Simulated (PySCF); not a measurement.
Unrelated species, one level of theory. Level of theory: TDDFT wB97X-D/def2-SVPD, vertical, gas phase, core orbitals frozen in the response (PySCF 2.14.0, density-fitted response routines). Geometries: GFN2-xTB; one conformer of each isolated species. Triplets are in the Tamm–Dancoff approximation. 'Strongest' means the level of largest summed f among the lowest 8 singlets; it needn't be the same kind of state in each.

Task: Rank by computed lowest singlet excitation energy, lowest first.
A. `O=C(O)C1=C[C@@H]1C[SiH2]F`
B. `CC(=O)[SiH2]/C(F)=C\C=O`
C. `O=C(O)C1=C[C@H]1[SiH2]CF`
D. `C=C1[SiH2]O[Si@@]1(C)Cl`

Result: B (3.37 eV), C (4.60 eV), A (4.85 eV), D (5.10 eV).

```json
{"SMILES": "CC(=O)[SiH2]/C(F)=C\\C=O", "S1 (eV)": "3.37", "strongest (eV)": "5.23", "first f ≥ 0.01 (nm)": "368", "T1 (eV)": "2.97", "α (au)": "91.8", "S1 mainly": "H→L (75%)"}
{"SMILES": "O=C(O)C1=C[C@H]1[SiH2]CF", "S1 (eV)": "4.60", "strongest (eV)": "4.60", "first f ≥ 0.01 (nm)": "270", "T1 (eV)": "3.01", "α (au)": "91.3", "S1 mainly": "H→L (88%)"}
{"SMILES": "O=C(O)C1=C[C@@H]1C[SiH2]F", "S1 (eV)": "4.85", "strongest (eV)": "5.43", "first f ≥ 0.01 (nm)": "255", "T1 (eV)": "3.45", "α (au)": "88.2", "S1 mainly": "H-2→L (37%)"}
{"SMILES": "C=C1[SiH2]O[Si@@]1(C)Cl", "S1 (eV)": "5.10", "strongest (eV)": "6.90", "first f ≥ 0.01 (nm)": "193", "T1 (eV)": "4.18", "α (au)": "98.3", "S1 mainly": "H→L (96%)"}
```

H and L stand for HOMO and LUMO.

- `CC(=O)[SiH2]/C(F)=C\C=O`: Löwdin shares by element: HOMO oxygen 46% or more, carbon 28% or more, silicon 12%; LUMO carbon 61% or more, oxygen 16% or more (atoms not listed hold the other 23%).
- `O=C(O)C1=C[C@H]1[SiH2]CF`: Löwdin shares by element: HOMO carbon 62% or more, silicon 12% (atoms not listed hold the other 26%); LUMO carbon 67% or more, oxygen 16% or more (atoms not listed hold the other 17%).
- `O=C(O)C1=C[C@@H]1C[SiH2]F`: Löwdin shares by element: HOMO carbon 70% or more (atoms not listed hold the other 30%); LUMO carbon 66% or more, oxygen 16% or more (atoms not listed hold the other 17%).
- `C=C1[SiH2]O[Si@@]1(C)Cl`: Löwdin shares by element: HOMO carbon 44% or more, silicon 24% (atoms not listed hold the other 32%); LUMO carbon 64% or more, silicon 15% (atoms not listed hold the other 21%).
